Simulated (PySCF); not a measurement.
## How methods differ on the excitation energy of I⁺

I⁺ [Kr] 4d10 5s2 5p4 (3P) → I⁺ [Kr] 4d10 5s1 5p4 6s1 (5P), as a difference of total energies. Calculation: PySCF 2.14, in aug-cc-pwCVTZ-DK3 with one added diffuse shell each of s, p, d, f type (11s10p8d5f1g, 125 functions); the spin-free X2C one-electron Hamiltonian (Gaussian nucleus). Correlated levels: valence: [Kr] 4d10 frozen; valence and next inner shell: [Ar] 3d10 frozen. The calculations carry no spin-orbit coupling.

```json
{"method": "UHF", "excitation energy (cm⁻¹)": "161970"}
{"method": "LDA", "excitation energy (cm⁻¹)": "170080"}
{"method": "PBE", "excitation energy (cm⁻¹)": "167420"}
{"method": "PBE0", "excitation energy (cm⁻¹)": "168290"}
{"method": "r2SCAN", "excitation energy (cm⁻¹)": "168070"}
{"method": "TPSSh", "excitation energy (cm⁻¹)": "168560"}
{"method": "B97-3", "excitation energy (cm⁻¹)": "170540"}
{"method": "LC-wPBE", "excitation energy (cm⁻¹)": "171860"}
{"method": "MP2 (valence)", "excitation energy (cm⁻¹)": "162730"}
{"method": "SCS-MP2 (valence)", "excitation energy (cm⁻¹)": "164190"}
{"method": "MP2 (valence and next inner shell)", "excitation energy (cm⁻¹)": "166700"}
{"method": "SCS-MP2 (valence and next inner shell)", "excitation energy (cm⁻¹)": "167170"}
```

A first-order spin-orbit estimate (lowest level to lowest level, LS coupling) adds -0.046 eV.

The upper state lies above the first ionisation limit, where it may autoionise and the basis confines it. A Rydberg-like electron needs more diffuse functions than a valence basis has.

The promoted electron is Rydberg-like, and one or two diffuse shells describe it only roughly, which tends to raise the upper state.
